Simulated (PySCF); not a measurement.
Compound: C5H8F2O.
Atom-mapped SMILES: `[CH2:1]=[CH:2][CH2:3][O:4][C@@H:5]([F:6])[CH2:7][F:8]` (hydrogens: H9, H10 on C1; H11 on C2; H12, H13 on C3; H14 on C5; H15, H16 on C7)

Computed geometry: GFN2-xTB, gas phase.

(1) Give the optimised bond lengths and angles.

Results:

(1) 
| bond | length (Å) |
| --- | --- |
| C1=C2 | 1.319 |
| C2–C3 | 1.495 |
| C3–O4 | 1.430 |
| O4–C5 | 1.365 |
| C5–F6 | 1.389 |
| C5–C7 | 1.529 |
| C7–F8 | 1.366 |
| C1–H9 | 1.076 |
| C1–H10 | 1.078 |
| C2–H11 | 1.080 |
| C3–H12 | 1.100 |
| C3–H13 | 1.098 |
| C5–H14 | 1.106 |
| C7–H15 | 1.093 |
| C7–H16 | 1.093 |

A selection of angles:
| angle | degrees |
| --- | --- |
| C2–C1–H9 | 121.7 |
| C2–C1–H10 | 121.9 |
| H9–C1–H10 | 116.4 |
| C1–C2–C3 | 124.3 |
| C1–C2–H11 | 121.6 |
| C3–C2–H11 | 114.1 |
| C2–C3–O4 | 108.2 |
| C2–C3–H12 | 109.8 |
| C2–C3–H13 | 111.4 |
| O4–C3–H12 | 109.1 |
| O4–C3–H13 | 109.7 |
| H12–C3–H13 | 108.7 |
| C3–O4–C5 | 114.7 |
| O4–C5–F6 | 109.8 |
| O4–C5–C7 | 108.8 |
| O4–C5–H14 | 113.2 |
| F6–C5–C7 | 109.3 |
| F6–C5–H14 | 104.9 |
| C7–C5–H14 | 110.8 |
| C5–C7–F8 | 110.6 |
| C5–C7–H15 | 109.1 |
| C5–C7–H16 | 110.4 |
| F8–C7–H15 | 107.9 |
| F8–C7–H16 | 107.8 |
| H15–C7–H16 | 111.0 |

Torsions: C1–C2–C3–O4 -134° (anticlinal); C2–C3–O4–C5 -179° (antiperiplanar); C3–O4–C5–F6 66° (synclinal); O4–C5–C7–F8 146° (anticlinal).

The 3 C–C bonds span 1.319 Å (C1=C2, drawn double) to 1.529 Å (C5–C7, drawn single), a spread of 0.210 Å. The C–F distances run from 1.366 Å (C7–F8, drawn single) to 1.389 Å (C5–F6, drawn single), a spread of 0.023 Å. The C–O distances run from 1.365 Å (O4–C5, drawn single) to 1.430 Å (C3–O4, drawn single), a spread of 0.065 Å. Of the pairs four or more bonds apart, F6···H12 is among the closest relative to their van der Waals radii: 2.50 Å, 94 % of the sum of Bondi's values.

Point group: C1 (no symmetry element, even within 0.4 Å). Not checked by GFN2-xTB frequencies. One conformer, not necessarily the lowest.
